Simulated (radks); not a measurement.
Results of a calculation; reference values are marked as such.
Effect of the nuclear size on the platinum ion Pt25+, [Kr] 4d10 4f7. Level of theory: Dirac Kohn-Sham, exchange-only LDA, spin-unpolarised, spherical densities, finite nucleus; open shells fill j = l - 1/2 first; Fermi nuclear charge, rms radius 5.427 fm (a radial shooting solver on a logarithmic mesh with Libxc functionals). The rms radius is varied about that value; shifts are against it.

rms radius (fm) = 4.5478: total energy shift (eV) -26.3; density at nucleus (e/bohr^3) 2.104e+06; 1s1/2 shift (meV) -10600; 2s1/2 shift (meV) -1550; 4s1/2 shift (meV) -95.2; 4p1/2 shift (meV) -2.43; 4f7/2 shift (meV) 2.17; 5s1/2 (empty) shift (meV) -31.1; 5p1/2 (empty) shift (meV) -0.977
rms radius (fm) = 5.1231: total energy shift (eV) -9.43; density at nucleus (e/bohr^3) 2.009e+06; 1s1/2 shift (meV) -3790; 2s1/2 shift (meV) -555; 4s1/2 shift (meV) -34.1; 4p1/2 shift (meV) -0.873; 4f7/2 shift (meV) 0.777; 5s1/2 (empty) shift (meV) -11.1; 5p1/2 (empty) shift (meV) -0.350
rms radius (fm) = 5.427: total energy shift (eV) 0; density at nucleus (e/bohr^3) 1.964e+06; 1s1/2 shift (meV) 0.000; 2s1/2 shift (meV) 0.000; 4s1/2 shift (meV) 0.000; 4p1/2 shift (meV) 0.000; 4f7/2 shift (meV) 0.000; 5s1/2 (empty) shift (meV) 0.000; 5p1/2 (empty) shift (meV) 0.000
rms radius (fm) = 5.5952: total energy shift (eV) 5.36; density at nucleus (e/bohr^3) 1.941e+06; 1s1/2 shift (meV) 2160; 2s1/2 shift (meV) 316; 4s1/2 shift (meV) 19.4; 4p1/2 shift (meV) 0.498; 4f7/2 shift (meV) -0.442; 5s1/2 (empty) shift (meV) 6.33; 5p1/2 (empty) shift (meV) 0.200
rms radius (fm) = 6.6047: total energy shift (eV) 39.6; density at nucleus (e/bohr^3) 1.82e+06; 1s1/2 shift (meV) 15900; 2s1/2 shift (meV) 2330; 4s1/2 shift (meV) 143; 4p1/2 shift (meV) 3.70; 4f7/2 shift (meV) -3.27; 5s1/2 (empty) shift (meV) 46.7; 5p1/2 (empty) shift (meV) 1.48

Slopes of the eigenvalues against <r^2> in GHz/fm^2, as finite differences over the two radii next to the reference (eigenvalue slopes, not the field-shift constants of lines): 1s1/2 284000, 2s1/2 41600, 4s1/2 2550, 4p1/2 65.5, 4f7/2 -58.3, 5s1/2 (empty) 834, 5p1/2 (empty) 26.3.
